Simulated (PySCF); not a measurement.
**How methods differ on the interval between two levels of Si⁺**

Si⁺ [Ne] 3s2 3p1 [2P3/2, M_J = 3/2] → Si⁺ [Ne] 3s1 3p2 [4P5/2, M_J = 5/2], as a difference of total energies. All numbers are calculated (PySCF 2.14, the two-component X2C-1e Hamiltonian, in x2c-SVPall-2c with one added diffuse shell each of s, p type (5s5p1d, 25 functions)). Correlated levels: [Ne] frozen. "Screened" scales the spin-orbit matrix elements by Boettger's factors to mimic the two-electron term; Breit and QED terms are absent.

```csv
method,interval between two levels (cm⁻¹),error (cm⁻¹)
GHF (spin-free),31118,-11702
GMP2 (spin-free),37588,-5233
GHF (screened spin-orbit),31127,-11693
GMP2 (screened spin-orbit),37597,-5223
```

Reference: 42821 cm⁻¹ (measured; NIST Handbook of Basic Atomic Spectroscopic Data (Sansonetti and Martin, J. Phys. Chem. Ref. Data 34, 1559 (2005))).

Errors of the correlated levels include the incompleteness of this basis and the frozen core.

The labels give the starting determinants; with spin-orbit coupling the two ends relaxed to ⟨J²⟩ = 3.76, ⟨L²⟩ = 2.01, ⟨S²⟩ = 0.75 and ⟨J²⟩ = 8.75, ⟨L²⟩ = 2.00, ⟨S²⟩ = 3.75.
